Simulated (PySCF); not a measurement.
# Ba⁺ (barium, charge +1): UHF calculation

Configuration: [Xe] 6s1, 2S determinant. Calculation: PySCF 2.14, in def2-SVP with the def2 core potential (46 electrons) (4s3p2d1f, 30 functions); scalar relativity through the core potential.

- Total energy: -24.914476 hartree
- One-electron energy: -39.1713 hartree
- Hartree (Coulomb) energy: 17.3483 hartree
- Exchange energy: -3.0915 hartree
- ⟨S²⟩: 0.7503
- ⟨L²⟩: 0.000
- Sum of ⟨r⟩: 19.85 bohr
- Sum of ⟨r²⟩: 55.57 bohr²
- Time after the integrals: 0.06 s of wall time on 1 thread of Neoverse-V1 (shared host)

| shell | electrons | mean orbital energy (hartree) | rms radius, mean of both spins (bohr) |
| --- | --- | --- | --- |
| 5s α | 1 | -1.82938 | 1.78 |
| 5s β | 1 | -1.82293 | 1.78 |
| 5p α | 3 | -1.11242 | 2.07 |
| 5p β | 3 | -1.10838 | 2.07 |
| 6s α | 1 | -0.34292 | 4.86 |

Energies and moments cover only the electrons outside the core potential. Spin-orbit coupling, which splits the p, d and f shells strongly at this Z, is absent.
